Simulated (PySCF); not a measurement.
Exercise with solution: oscillator strength and radiative lifetime

CH5FO2Si2, SMILES O=CO[Si@@H](F)[SiH3].

Coordinates come from a B3LYP-D3(BJ)/def2-SVP optimisation. The structure was generated by enumeration; whether it is a known compound was not checked. One conformer was computed; it need not be the lowest.

TDA-PBE/def2-SVPD (PySCF) puts the first singlet state with f over 0.02 at 6.43 eV (vertical), with the transition dipole (-0.358, -0.059, -0.092) in atomic units.

Problem. Find the oscillator strength, the wavelength and the radiative lifetime that this transition would have in vacuum if emission retraced absorption.

Solution. 
|μ|² = 0.1401 au, so |μ| = 0.95 D. ΔE = 6.43/27.211 = 0.2363 hartree. f = (2/3) ΔE |μ|² = 0.022 (the program prints 0.022).
λ = 1239.84/6.43 = 193 nm; ν = 51861 cm⁻¹.
Einstein's coefficient A = 0.6670 ν² f s⁻¹ (ν in cm⁻¹) = 4.0e7 s⁻¹, so τ = 1/A = 25 ns. This state is S4; the lower singlets have f = 0.003, 0.001, 0.000. The figure is the radiative limit of this one transition; relaxation, internal conversion, crossing to triplets and a medium change what is measured.
